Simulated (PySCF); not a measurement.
These are PySCF with B3LYP-D3(BJ)/def2-TZVP // PBE0-D3(BJ)/def2-SVP values and carry that method's errors. Gas-phase values, no solvent. One relaxed conformer stands for a flexible species; it need not be the lowest. B3LYP has the VWN-RPA correlation part, as in Gaussian. Excitations are Tamm–Dancoff values on a coarser integration grid. The basis has no diffuse functions, so Rydberg states are missing or too high.

Reference species (SMILES): `C[N](C)[In]([NH2])[NH2]` (neutral, multiplicity 1).

```yaml
HOMO–LUMO gap: 4.39 eV
brightest of the four lowest singlets (TDA): 4.76 eV
T1 excitation (TDA): 3.16 eV
HOMO: -5.53 eV
```

Changed species: `[In]([NH2])([NH2])[NH2]` (0 of 3 NH2 replaced by N(CH3)2; the reference has 1 of 3 NH2 replaced by N(CH3)2).

Q: Give the shifts of the HOMO–LUMO gap, brightest of the four lowest singlets (TDA), T1 excitation (TDA) and HOMO.

A: the HOMO–LUMO gap rises by 0.98 eV, to 5.37 eV; the brightest of the four lowest singlets (TDA) rises by 0.74 eV, to 5.50 eV; the T1 excitation (TDA) rises by 0.68 eV, to 3.84 eV; the HOMO falls by 0.97 eV, to -6.50 eV.
